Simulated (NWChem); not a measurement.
# bromine monochloride (BrCl); SMILES ClBr

```xyz
2

Cl     0.0000     0.0000     1.4518
Br     0.0000     0.0000    -0.7127
```
Atoms are numbered in this order, from 1.

Program: NWChem. Coordinates come from a PBE0/def2-SVP optimisation. Level: PBE0/def2-SVP with COSMO at NWChem's default radii, gas-phase geometry; the question gives the dielectric constant.

**Question.** Predict the results for dielectric constant 1.5. Quantities: electrostatic solvation energy (kcal/mol); dipole in solution (D).

**Answer.** 
* **electrostatic solvation energy (kcal/mol)**: -0.4
* **dipole in solution (D)**: 0.60
